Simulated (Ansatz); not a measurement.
Computed with Ansatz on PBE0-D4/def2-TZVP structures; ΔE is electronic, products minus reactants. CBS: MP2 limit from def2 TZ/QZ plus the TZ coupled-cluster correction, frozen cores. This one scheme is used for every species. DFT in def2-TZVPP. def2 core potentials past Kr. For Sn outer-core shells are correlated without core-valence functions, which leaves a few kJ/mol of doubt a bond. One conformer a species, not always the lowest.

Reaction (stannylene formation by 1,1-elimination): `CC(C)[O][Sn]([Cl])([Cl])[O]C(C)C` → Cl₂ + `CC(C)[O][Sn][O]C(C)C`

CCSD(T)/CBS gives +313.4 kJ/mol.

(1) Another level gave +309.4 kJ/mol. Which?
A. CAM-B3LYP/def2-TZVPP
B. r2SCANh-D4/def2-TZVPP
C. BHLYP/def2-TZVPP
D. r2SCAN-D4/def2-TZVPP

Largest T1 diagnostic among the species: 0.015.

Answers

(1) D. r2SCAN-D4 309.4, CAM-B3LYP 279.9, BHLYP 294.4, r2SCANh-D4 314.9 kJ/mol.

Leaving LDA and LC-ωPBE aside and taking each functional with its dispersion term where it has one, the values, not all of them listed here, spread over 76.0 kJ/mol, from BLYP-D4 to PBE-QIDH. LDA lies +29.8 kJ/mol from PBE without D4. From BLYP to BHLYP (50 % exact exchange), in def2-TZVPP and without D4, ΔE moves by +70.3 kJ/mol. At CCSD(T), def2-SVP lies +8.6 kJ/mol from the extrapolated value and def2-TZVPP −2.3 kJ/mol.
